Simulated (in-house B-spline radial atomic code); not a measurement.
Configurations of S IV (S3+), with energies counted from [Ne] 3s2 3p1. Computed with a B-spline radial code for spherical atoms: non-relativistic CAM-B3LYP, spin-polarised, spherical fractional occupations, exact exchange averaged over the configuration, point nucleus. Shells without spins written out take the highest spin.

Occupations are held fixed; configurations that lie above the ionisation limit could autoionise.

| configuration | E - E(ref) (eV) | highest orbital | its <r> (bohr) |
| --- | --- | --- | --- |
| [Ne] 3s2 4d1 | 31.126 | 4d up | 4.354 |
| [Ne] 3s2 4f1 | 33.165 | 4f up | 4.228 |
| [Ne] 3s1 3p1 4d1 | 41.207 | 4d up | 4.327 |
| [Ne] 3s1 3p1 4f1 | 43.364 | 4f up | 4.181 |
| [He] 2s2 2p5 3s2 3p2 | 166.19 | 3p up | 1.54 |
| [He] 2s2 2p5 3s2 3p1 4s1 | 192.5 | 4s up | 3.22 |

Q: Order these further configurations by energy, lowest first.
A. [Ne] 3s1 3p1 4s1
B. [Ne] 3s2 4s1
C. [Ne] 3s1 3p1 3d1
D. [Ne] 3s2 3d1
E. [He] 2s2 2p5 3s2 3p1 4d1

A: D (16.725 eV), B (22.352 eV), C (25.69 eV), A (32.425 eV), E (201.51 eV).

Q: How far above the reference does [He] 2s2 2p5 3s2 3p1 4f1 lie?

A: 204.3 eV; its least bound orbital is 4f up with <r> = 4.132 bohr.
